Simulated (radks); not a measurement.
Initial-state core-level shifts of the vanadium ion V3+ when its valence configuration changes from [Ar] 3d2. All-electron calculation, Dirac Kohn-Sham, PBE, spin-unpolarised, spherical densities, point nucleus; open shells are shared between the two j in proportion to 2j + 1. Program: a radial shooting solver on a logarithmic mesh with Libxc functionals. Shifts are changes of the shell-averaged eigenvalues in eV (positive: less bound).

| valence | 1s | 2s | 2p | 3p |
|---|---|---|---|---|
| 3d1 4s1 | -8.447 | -9.706 | -9.607 | -7.287 |
| 3d1.5 4p0.5 | -4.621 | -5.228 | -5.176 | -4.094 |
| 3d1.5 4s0.5 | -4.085 | -4.691 | -4.642 | -3.571 |
| 4s2 | -17.950 | -20.653 | -20.452 | -15.076 |
| 3d1 4p1 | -9.490 | -10.761 | -10.654 | -8.305 |
| 3d0.5 4s1 4p0.5 | -13.581 | -15.549 | -15.395 | -11.624 |
| 4p2 | -19.907 | -22.660 | -22.438 | -16.978 |
